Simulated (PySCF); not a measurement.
Isomers of C2H7NO2Si. Method: PySCF 2.14.0, PBE0-D3(BJ)/def2-SVP geometry optimisation, gas phase. One conformer each; no zero-point energy, no entropy. No frequencies were run at this level. Point groups hold within 0.08 Å.

Question: Rank from lowest to highest electronic energy at this level (kJ/mol).
A. `[NH2:1][SiH:2]1[O:3][CH2:4][CH2:5][O:6]1` with H–N1–Si2–O3 135° and -47°, N1–Si2–O3–C4 136°, Si2–O3–C4–C5 -28°, O3–C4–C5–O6 33°, C4–C5–O6–Si2 -24°
B. `[CH3:1][O:2][SiH2:3][NH:4][CH:5]=[O:6]` with C1–O2–Si3–N4 179°, O2–Si3–N4–C5 180°, Si3–N4–C5–O6 0°

Answer: A (0.0), B (98.4).

As drawn, the higher has a C=O bond and a C(=O)–N unit, which the lower lacks.

| SMILES | E (Eh) | E rel (kJ/mol) | dipole (D) | point group | A, B, C (MHz) |
| --- | --- | --- | --- | --- | --- |
| N[SiH]1OCCO1 | -574.47699 | 0.0 | 1.09 | C1 | 5715, 2544, 2063 |
| CO[SiH2]NC=O | -574.43952 | 98.4 | 3.22 | Cs | 11553, 1334, 1222 |

How do the relative energies change in single points at B3LYP/pcSseg-1 (no added dispersion term) on the same geometries?

```tsv
SMILES	PBE0-D3(BJ)/def2-SVP (kJ/mol)	B3LYP/pcSseg-1 (kJ/mol)	shift
N[SiH]1OCCO1	0.0	0.0	0.0
CO[SiH2]NC=O	98.4	79.7	-18.7
```

Each column counts from its own lowest isomer. The order is unchanged; the largest shift is 18.7 kJ/mol.
